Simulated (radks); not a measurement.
Q: These are the eigenvalues of the occupied orbitals of an atom or ion with whole-number occupations (hartree). Method: Dirac Kohn-Sham, PBE, spin-unpolarised, spherical densities, point nucleus; computed with a radial shooting solver on a logarithmic mesh with Libxc functionals.

1s1/2: -1262.607
2s1/2: -196.7395
2p1/2: -184.8522
2p3/2: -172.9220
3s1/2: -40.53448
3p1/2: -35.59564
3p3/2: -33.32963
3d3/2: -24.64343
3d5/2: -24.16457
4s1/2: -7.61454
4p1/2: -5.86638
4p3/2: -5.41450
4d3/2: -2.58797
4d5/2: -2.51495
5s1/2: -1.06515
5p1/2: -0.65796
5p3/2: -0.60731

Which element is it, and in what charge state? The configuration may be excited. Open shells, if any, fill j = l - 1/2 first.

A: Z = 54, xenon, charge +1: Xe+ in [Kr] 4d10 5s2 5p5. The list shows which subshells hold electrons but not how many an open one holds; the 1s level, -1262.6 hartree, gives Z - s = 50.3 by -(Z - s)^2/2, which with screening and relativity narrows Z to a few neighbours, and the depths of the outer levels then fix element, charge and occupations together.
